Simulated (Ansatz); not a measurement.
Compare A (`BC1=CC1F`) with its isomer B (`BCC#CF`).

Program: Ansatz. Geometries: PBE0-D4/def2-TZVP. ΔE: electronic, gas phase. CCSD(T)/CBS is the MP2 limit (def2-TZVPP, def2-QZVPP) plus CCSD(T) − MP2 in def2-TZVPP, frozen cores. DFT in def2-TZVPP. B3LYP here is the variant with VWN-RPA as its local correlation; programs differ in this.

Question: Which is lower in electronic energy at CCSD(T)/CBS, and by how much? (Estimate.)

Answer: Ansatz gave: A, by 42.7 kJ/mol.

Question: Give E(B) − E(A) in kJ/mol with B3LYP, B3LYP-D4, HF/def2-TZVPP, PBE0-D4, BLYP-D4, LDA (SPW92), ωB97M-V. (Estimate.)

Answer: Ansatz gave: B3LYP 44.5, B3LYP-D4 46.2, HF/def2-TZVPP 26.5, PBE0-D4 58.8, BLYP-D4 47.8, LDA (SPW92) 67.1, ωB97M-V 47.7. None reverses the order clearly.

Question: Does the order hold for the free energy at 298.15 K (harmonic terms from PBE0-D4)? (Estimate.)

Answer: Computed: Yes: G(B) − G(A) = +38.1 kJ/mol.

Largest T1 diagnostic: 0.013.

At CCSD(T), def2-SVP lies −7.3 kJ/mol from the extrapolated value and def2-TZVPP −2.8 kJ/mol. Leaving LDA and LC-ωPBE aside and taking each functional with its dispersion term where it has one, the values, not all of them listed here, spread over 23.0 kJ/mol, from B2PLYP to B97M-V. LDA lies +5.8 kJ/mol from PBE without D4.
